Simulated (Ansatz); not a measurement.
The first iterations of a band of C2H6BFS (11 atoms, charge 0, multiplicity 1).

These are results of RKS B3LYP/def2-SVP (Ansatz), not measurements.

```
movable images  : 7
climbing image  : yes
spring          : 5.0 eV/Å²
optimiser       : quadratic models (default)
start path      : through a guess of the saddle point
force threshold : 0.05 eV/Å
iteration limit : 60
end points      : relaxed
```

Image 0:

```xyz
11
Properties=species:S:1:pos:R:3
B 0.491 -0.151 1.109
C -0.175 0.433 -0.194
C -0.880 -0.611 -1.076
S 1.973 0.504 1.937
H 2.218 1.490 1.045
F -0.073 -1.198 1.719
H 0.552 1.018 -0.784
H -0.918 1.176 0.162
H -1.391 -0.139 -1.930
H -0.163 -1.344 -1.484
H -1.634 -1.176 -0.505
```

Image 8:

```xyz
11
Properties=species:S:1:pos:R:3
B 0.884 -0.521 2.610
C -0.101 0.851 -0.715
C -0.643 -0.472 -1.257
S 2.458 -0.301 2.909
H 0.893 0.725 -0.255
F -0.366 -0.699 2.372
H 0.005 1.603 -1.514
H -0.771 1.278 0.049
H -1.630 -0.341 -1.730
H 0.031 -0.905 -2.015
H -0.760 -1.219 -0.455
```

| iteration | highest image above the first end (eV) | largest band force component (eV/Å) |
| --- | --- | --- |
| 1 | 2.608 | 6.170 |
| 2 | 2.485 | 2.200 |
| 3 | 2.477 | 1.842 |
| 4 | 2.524 | 2.027 |

Does the band converge within its limit, and where does its top end?

It converged. It ended after 13 iterations with the highest image 2.444 eV above the first end. Neighbouring images differ by up to 1.6 eV, so the band resolves the path poorly. A vibrational analysis at the climbing image gives one clearly imaginary mode, 1197i cm⁻¹: a first-order saddle point. The orbitals stay closed-shell, which can raise the energy where a bond breaks towards radicals; this wasn't checked here.

Time of the run: 100 s on 2 threads of AMD EPYC 9R45 96-Core Processor (Zen 5) (shared host), peak memory 0.24 GiB.
